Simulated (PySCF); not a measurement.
SMILES BP[SiH2]OCC, C2H10BOPSi

Geometry:
```tsv
atom	x (Å)	y (Å)	z (Å)
B1	3.295	0.892	-0.874
P2	2.270	1.290	0.588
Si3	0.584	-0.150	0.632
O4	-0.462	0.585	-0.347
C5	-1.735	0.185	-0.771
C6	-2.686	-0.072	0.387
H7	4.449	0.735	-0.768
H8	2.796	0.924	-1.932
H9	2.999	0.779	1.642
H10	0.128	-0.240	2.025
H11	0.865	-1.523	0.178
H12	-1.642	-0.720	-1.383
H13	-2.119	0.994	-1.400
H14	-2.336	-0.915	0.977
H15	-2.733	0.805	1.027
H16	-3.680	-0.290	0.008
```

Computed with GIAO PBE0/pcSseg-1 magnetisability, rotational g tensor and spin-rotation constants, non-relativistic, gas phase (PySCF 2.14.0). Geometry: GFN2-xTB.

Task: Give the nuclear spin-rotation constants along the inertial axes (H = +C I·J) beside the isotropic shieldings.

Result: Rotational constants 6.0915, 1.0072, 0.9490 GHz. A star marks the isotopologue with that one atom substituted, in its own axes.
| atom | isotope | Caa (kHz) | Cbb (kHz) | Ccc (kHz) | mean (kHz) | σ (ppm) |
| --- | --- | --- | --- | --- | --- | --- |
| B1 | 11B | 2.983 | 0.463 | 0.162 | 1.203 | 12.1 |
| P2 | 31P | 8.281 | 1.109 | 1.035 | 3.475 | 481.9 |
| H7 | 1H | 0.690 | -0.083 | -0.073 | 0.178 | 22.8 |
| H8 | 1H | -0.223 | 0.088 | -0.098 | -0.078 | 23.2 |
| H9 | 1H | -0.423 | -0.010 | -0.100 | -0.178 | 29.0 |
| H10 | 1H | -0.437 | 0.036 | -0.081 | -0.161 | 26.4 |
| H11 | 1H | -0.518 | -0.088 | 0.051 | -0.185 | 26.2 |
| H12 | 1H | -0.637 | -0.079 | 0.033 | -0.228 | 27.7 |
| H13 | 1H | -0.627 | -0.018 | -0.021 | -0.222 | 27.4 |
| H14 | 1H | -0.591 | -0.047 | -0.051 | -0.230 | 30.3 |
| H15 | 1H | -0.631 | -0.090 | -0.003 | -0.241 | 30.2 |
| H16 | 1H | 0.092 | -0.101 | -0.113 | -0.041 | 30.6 |
| Si3 | 29Si* | -3.377 | -0.614 | -0.587 | -1.526 | 381.6 |
| O4 | 17O* | -0.477 | -0.090 | -0.057 | -0.208 | 304.3 |
| C5 | 13C* | 1.010 | 0.224 | 0.228 | 0.487 | 122.6 |
| C6 | 13C* | 0.857 | 0.138 | 0.144 | 0.380 | 167.2 |

For the geometry as given, no vibrational averaging.

Task: How do the rotational constants and the g tensor change when H7, H8, H9, H10, H11, H12, H13, H14, H15, H16 are replaced by deuterium?

Result: Constants 4.6597, 0.8630, 0.8073 GHz; g -0.0630, -0.0104, -0.0075, against -0.0820, -0.0119, -0.0088 before.
